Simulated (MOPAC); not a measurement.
Input for MOPAC: PM6 on InRu, 2S+1 = 4, a spin state set in the input, which need not be the lowest, a point of a bond scan (R = 2.484 Å).

```
PM6 1SCF PRECISE CHARGE=0 UHF MS=1.5 THREADS=1
InRu

Ru     0.00000000 1     0.00000000 1     0.00000000 1
In     0.00000000 1     0.00000000 1     2.48403400 1
```

Program output:

```
*******************************************************************************
 **                                                                           **
 **                              MOPAC v23.2.5                                **
 **                                                                           **
 *******************************************************************************
 ** MOPAC's Digital Object Identifier: https://doi.org/10.5281/zenodo.6511958 **
 **                                                                           **
 ** Please cite the open-source release paper for use of this MOPAC version:  **
 ** J. E. Moussa and J. J. P. Stewart (2026)                                  **
 ** MOPAC: An open-source semiempirical molecular orbital program             **
 ** J. Open Source Softw., 11(119), 8025, https://doi.org/10.21105/joss.08025 **
 *******************************************************************************

                              PM6 CALCULATION RESULTS

 *******************************************************************************
 *  PM6        - The PM6 Hamiltonian to be used
 *  UHF        - UNRESTRICTED HARTREE-FOCK CALCULATION
 *
 *
 *
 *                 CHARGE ON SYSTEM = 0
 *
 *
 *
 *  MS=        - IN MECI, MAGNETIC COMPONENT OF SPIN =  1.5
 *  PRECISE    - TIGHTER CRITERIA TO BE USED
 *  1SCF       - DO 1 SCF AND THEN STOP
 *  THREADS=1  - MULTI-THREADING NOT USED
 *  T=         - A TIME OF 172800.0 SECONDS REQUESTED
 *  DUMP=N     - RESTART FILE WRITTEN EVERY 7200.0 SECONDS REQUESTED
 *******************************************************************************
PM6 1SCF PRECISE CHARGE=0 UHF MS=1.5 THREADS=1
 InRu

   ATOM   CHEMICAL          X               Y               Z
  NUMBER   SYMBOL      (ANGSTROMS)     (ANGSTROMS)     (ANGSTROMS)

     1      Ru          0.00000000  *   0.00000000  *   0.00000000  *
     2      In          0.00000000  *   0.00000000  *   2.48403400  *



          CARTESIAN COORDINATES

    NO.       ATOM           X           Y           Z

     1        Ru          0.0000      0.0000      0.0000
     2        In          0.0000      0.0000      2.4840

 General Reference for PM6:
 "Optimization of Parameters for Semiempirical Methods V: Modification of NDDO Approximations
 and Application to 70 Elements", J. J. P. Stewart, J. Mol. Mod., 13, 1173-1213 (2007)
 URL: https://link.springer.com/article/10.1007/s00894-007-0233-4

           Empirical Formula: Ru In  =     2 atoms



      MOLECULAR POINT GROUP   :   C*v


          UHF CALCULATION, NO. OF ALPHA ELECTRONS =    7
                           NO. OF BETA  ELECTRONS =    4

 -------------------------------------------------------------------------------
 PM6 1SCF PRECISE CHARGE=0 UHF MS=1.5 THREADS=1
 InRu



     1SCF WAS SPECIFIED, SO BFGS WAS NOT USED
     SCF FIELD WAS ACHIEVED


                              PM6 CALCULATION
                                                       MOPAC v23.2.5 Linux




          FINAL HEAT OF FORMATION =        163.87496 KCAL/MOL =     685.65284 KJ/MOL


          COSMO AREA              =        111.09 SQUARE ANGSTROMS
          COSMO VOLUME            =        102.65 CUBIC ANGSTROMS

          IONIZATION POTENTIAL    =          7.569416 EV
          ALPHA SOMO LUMO (EV)    =         -8.797  0.136
          BETA  SOMO LUMO (EV)    =         -7.569 -3.947
          NO. OF ALPHA ELECTRONS  =          7
          NO. OF BETA  ELECTRONS  =          4
          MOLECULAR WEIGHT        =        215.8900         POINT GROUP:  C*v

          MOLECULAR DIMENSIONS (Angstroms)

            Atom       Atom       Distance
           In     2   Ru     1     2.48403
           In     2   Ru     1     0.00000
           Ru     1   In     2     0.00000


          SCF CALCULATIONS        =          1





   ATOM   CHEMICAL          X               Y               Z
  NUMBER   SYMBOL      (ANGSTROMS)     (ANGSTROMS)     (ANGSTROMS)

     1      Ru          0.00000000  *   0.00000000  *   0.00000000  *
     2      In          0.00000000  *   0.00000000  *   2.48403400  *

                             CARTESIAN COORDINATES

   1   Ru        0.000000000     0.000000000     0.000000000
   2   In        0.000000000     0.000000000     2.484034000


           Empirical Formula: Ru In  =     2 atoms



      MOLECULAR POINT GROUP   :   C*v


          ALPHA EIGENVALUES
 -15.23261 -10.69900  -9.17190  -9.17190  -8.87177  -8.79659  -8.79659   0.13590
   0.13590   0.95686   1.07373   1.07373   2.07048


           BETA EIGENVALUES
 -14.19232  -7.95729  -7.95729  -7.56942  -3.94657  -3.94657  -1.78817   0.13730
   0.13730   1.00054   1.10056   1.10056   1.59570


              NET ATOMIC CHARGES AND DIPOLE CONTRIBUTIONS

  ATOM NO.   TYPE          CHARGE      No. of ELECS.   s-Pop       p-Pop       d-Pop
    1         Ru          -0.599455        8.5995     0.80796     0.00904     7.78246
    2         In           0.599455        2.4005     1.48724     0.91330
 DIPOLE           X         Y         Z       TOTAL
 POINT-CHG.     0.000     0.000     7.152     7.152
 HYBRID         0.000     0.000     0.041     0.041
 SUM            0.000     0.000     7.193     7.193


          ATOMIC ORBITAL ELECTRON POPULATIONS

     Atom    s        px        py        pz      x^2-y^2     xz        z^2       yz        xy
    1 Ru   0.80796   0.00112   0.00112   0.00680   1.00000   1.95008   1.88230   1.95008   1.00000
    2 In   1.48724   0.04880   0.04880   0.81571


                    (SZ)    =    1.500000
                    (S**2)  =    3.872905


          ATOMIC ORBITAL SPIN POPULATIONS

    Atom   Total    s     px     py     pz   x^2-y^2  xz     z^2    yz     xy
         Atomic
    1 Ru  2.4320  0.411 -0.000 -0.000  0.002  1.000  0.010  0.001  0.010  1.000
    2 In  0.5680  0.174 -0.009 -0.009  0.412

 **********************
 *                    *
 * JOB ENDED NORMALLY *
 *                    *
 **********************




 == MOPAC DONE ==
```

The run finished. Its determinant has ⟨S²⟩ = 3.87, a mixture of spin states.

Cost: very roughly 0.03 core-seconds.
